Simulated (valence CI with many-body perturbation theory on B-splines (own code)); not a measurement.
# Forbidden lines of Hf XXXI

Calculated by valence CI with perturbative core correlation (CI+MBPT): six valence electrons over a frozen Dirac-Fock core [Kr], a basis of 7 s, 7 p, 8 d, 6 f, 4 g, 1 h functions for each j, with the one-electron correlation potential Σ1, the two-electron term Σ2, the three-electron term Σ3, Breit, model QED; selected CI, second order for the rest, scaled by the run's own slope (own B-spline code, finite nucleus).

The last digits are not significant, and no measured levels were compared; by estimate large intervals hold to a few tenths of a per cent, small ones and those within an open d or f shell to about a per cent. Core correlation moves these levels by up to 7700 cm⁻¹, and in measured spectra 5 to 20 % of such shifts remained as error; rates that hang on mixing are uncertain with them. Among the levels kept, up to 760 cm⁻¹ of a level comes from second order outside the variational space, and about a tenth of that is noise between levels of different J, which matters for small intervals. Only levels of the ground parity were solved; by the run's estimate the other parity begins above the list, which can be wrong where configurations are misplaced.

Lines 51 to 100 of 120 in falling wavelength, among levels below 531170 cm⁻¹, chosen from the decays that carry over 1 % of a level's rate. Wavelengths and rates use the calculated energies. Electric multipoles are in the length gauge, E1 and E2 with the static RPA response of the core. Weak lines are less certain than strong ones. Lines between different terms over intervals too small for the method are left out, as are lines whose strength nearly cancels. The highest levels of a list are the least certain.

Levels are named by their leading jj configuration (3d3/2^4 stands for four electrons in 3d with j = 3/2), which in mixed levels can hold well under half, so a name can repeat and another be missing. Letters in brackets count levels of one name in rising energy.

```tsv
λ vac (Å)	Upper	Lower	Type	A (s⁻¹)	Branch %
849.8	(4d3/2^2 4d5/2^4) J=2 [c]	(4d3/2^3 4d5/2^3) J=3 [c]	M1	1.47e+04	27.2
849.1	(4d3/2^3 4d5/2^3) J=1 [b]	(4d3/2^4 4d5/2^2) J=0	M1	1.05e+04	75.1
842.0	(4d3/2^2 4d5/2^4) J=2 [a]	(4d3/2^3 4d5/2^3) J=3 [a]	M1	4.65e+04	76.0
815.9	(4d3/2 4d5/2^5) J=2	(4d3/2^2 4d5/2^4) J=2 [b]	M1	1.32e+04	15.7
806.1	(4d3/2^3 4d5/2^3) J=2 [a]	(4d3/2^4 4d5/2^2) J=2	M1	1.86e+04	98.6
797.7	(4d3/2 4d5/2^5) J=1	(4d3/2^2 4d5/2^4) J=0 [a]	M1	2.29e+04	17.6
797.3	(4d3/2^2 4d5/2^4) J=1	(4d3/2^3 4d5/2^3) J=2 [a]	M1	5.44e+03	13.4
784.6	(4d3/2^2 4d5/2^4) J=6	(4d3/2^3 4d5/2^3) J=6	M1	1.38e+04	69.5
781.2	(4d3/2^3 4d5/2^3) J=3 [b]	(4d3/2^4 4d5/2^2) J=2	M1	2.44e+03	15.7
781.2	(4d3/2 4d5/2^5) J=3	(4d3/2^2 4d5/2^4) J=4 [b]	M1	8.16e+03	10.9
780.7	(4d3/2^2 4d5/2^4) J=4 [c]	(4d3/2^3 4d5/2^3) J=3 [c]	M1	1.39e+04	37.2
780.2	(4d3/2^3 4d5/2^3) J=5	(4d3/2^4 4d5/2^2) J=4	M1	5.63e+03	98.0
780.1	(4d3/2^2 4d5/2^4) J=4 [a]	(4d3/2^3 4d5/2^3) J=4 [a]	M1	4.41e+04	78.6
779.6	(4d3/2 4d5/2^5) J=4	(4d3/2^2 4d5/2^4) J=3 [b]	M1	1.38e+04	15.3
776.8	(4d3/2^2 4d5/2^4) J=2 [c]	(4d3/2^3 4d5/2^3) J=1 [b]	M1	8.95e+03	16.6
773.1	(4d3/2^2 4d5/2^4) J=6	(4d3/2^3 4d5/2^3) J=5	M1	6.01e+03	30.4
770.5	(4d3/2^2 4d5/2^4) J=2 [c]	(4d3/2^3 4d5/2^3) J=2 [b]	M1	1.78e+04	33.1
769.8	(4d3/2^2 4d5/2^4) J=4 [b]	(4d3/2^3 4d5/2^3) J=3 [b]	M1	5.33e+03	18.2
768.8	(4d3/2^3 4d5/2^3) J=6	(4d3/2^4 4d5/2^2) J=4	E2	4.92e-01	91.7
765.2	(4d3/2^2 4d5/2^4) J=2 [b]	(4d3/2^3 4d5/2^3) J=3 [b]	M1	8.47e+03	24.8
758.9	(4d3/2 4d5/2^5) J=2	(4d3/2^2 4d5/2^4) J=1	M1	2.22e+04	26.5
742.8	(4d3/2^2 4d5/2^4) J=2 [b]	(4d3/2^3 4d5/2^3) J=2 [a]	M1	1.52e+04	44.5
740.9	(4d3/2 4d5/2^5) J=1	(4d3/2^2 4d5/2^4) J=2 [a]	M1	9.38e+04	72.1
733.1	(4d3/2^2 4d5/2^4) J=4 [c]	(4d3/2^3 4d5/2^3) J=4 [b]	M1	1.05e+04	28.0
730.0	(4d3/2^2 4d5/2^4) J=3 [a]	(4d3/2^3 4d5/2^3) J=4 [a]	M1	1.81e+04	36.3
725.4	(4d3/2^2 4d5/2^4) J=4 [a]	(4d3/2^3 4d5/2^3) J=3 [a]	M1	9.02e+02	1.6
714.6	(4d3/2^2 4d5/2^4) J=5	(4d3/2^3 4d5/2^3) J=4 [a]	M1	1.45e+03	5.0
698.5	(4d3/2 4d5/2^5) J=4	(4d3/2^2 4d5/2^4) J=5	M1	2.77e+04	30.8
684.8	(4d3/2 4d5/2^5) J=3	(4d3/2^2 4d5/2^4) J=3 [b]	M1	1.04e+04	13.9
684.3	(4d3/2 4d5/2^5) J=4	(4d3/2^2 4d5/2^4) J=3 [a]	M1	1.11e+03	1.2
681.9	(4d3/2^2 4d5/2^4) J=3 [a]	(4d3/2^3 4d5/2^3) J=3 [a]	M1	2.22e+04	44.6
674.8	(4d3/2^3 4d5/2^3) J=3 [b]	(4d3/2^4 4d5/2^2) J=4	M1	1.20e+04	77.8
667.0	(4d3/2^2 4d5/2^4) J=4 [b]	(4d3/2^3 4d5/2^3) J=5	M1	1.99e+04	68.2
647.5	(4d3/2^3 4d5/2^3) J=0	(4d3/2^4 4d5/2^2) J=2	E2	1.39e+02	4.2
645.8	(4d3/2^2 4d5/2^4) J=3 [b]	(4d3/2^3 4d5/2^3) J=4 [a]	M1	4.59e+03	13.8
645.4	(4d3/2 4d5/2^5) J=4	(4d3/2^2 4d5/2^4) J=4 [a]	M1	4.67e+04	51.9
628.0	(4d3/2 4d5/2^5) J=2	(4d3/2^2 4d5/2^4) J=3 [a]	M1	3.21e+04	38.3
623.8	(4d3/2^3 4d5/2^3) J=2 [b]	(4d3/2^4 4d5/2^2) J=2	M1	3.31e+03	34.2
621.8	(4d3/2^2 4d5/2^4) J=1	(4d3/2^3 4d5/2^3) J=1 [a]	M1	1.60e+04	39.5
619.8	(4d3/2^3 4d5/2^3) J=1 [b]	(4d3/2^4 4d5/2^2) J=2	M1	2.13e+03	15.2
617.0	(4d3/2^2 4d5/2^4) J=2 [c]	(4d3/2^3 4d5/2^3) J=3 [b]	M1	2.73e+03	5.1
610.2	(4d3/2 4d5/2^5) J=3	(4d3/2^2 4d5/2^4) J=3 [a]	M1	2.95e+04	39.3
607.9	(4d3/2^2 4d5/2^4) J=3 [b]	(4d3/2^3 4d5/2^3) J=3 [a]	M1	4.45e+02	1.3
602.3	(4d3/2^2 4d5/2^4) J=2 [c]	(4d3/2^3 4d5/2^3) J=2 [a]	M1	2.80e+03	5.2
592.4	(4d3/2 4d5/2^5) J=1	(4d3/2^3 4d5/2^3) J=2 [b]	M1	1.01e+04	7.8
580.0	(4d3/2^3 4d5/2^3) J=3 [c]	(4d3/2^4 4d5/2^2) J=2	M1	4.97e+03	45.5
579.1	(4d3/2 4d5/2^5) J=3	(4d3/2^2 4d5/2^4) J=4 [a]	M1	6.62e+03	8.8
572.5	(4d3/2 4d5/2^5) J=1	(4d3/2^3 4d5/2^3) J=0	M1	1.50e+03	1.1
557.8	(4d3/2^2 4d5/2^4) J=2 [d]	(4d3/2^3 4d5/2^3) J=3 [c]	M1	9.44e+03	25.6
547.9	(4d3/2^2 4d5/2^4) J=4 [b]	(4d3/2^3 4d5/2^3) J=3 [a]	M1	2.10e+03	7.2
```
